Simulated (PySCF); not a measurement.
A structure optimised at PBE-D3(BJ)/def2-SVP, used in a PySCF frequency run:

```xyz
11

Si    -0.6677    -0.8440     0.0000
Cl     0.4199    -2.6287     0.0000
N      0.5145     0.4407     0.0000
B      0.1681     1.8310     0.0000
O      1.1775     2.7728     0.0000
O     -1.1920     2.1046     0.0000
H     -1.5291    -0.8411     1.2273
H     -1.5291    -0.8411    -1.2273
H      1.5050     0.1896     0.0000
H      0.8650     3.6920     0.0000
H     -1.4288     3.0451     0.0000
```

Question: Write its SMILES, formula and point group.

Answer: OB(O)N[SiH2]Cl, BClH5NO2Si, Cs

Question: What are its rotational constants (standard atomic weights)?

Answer: 6.2809, 0.96273, 0.84323 GHz
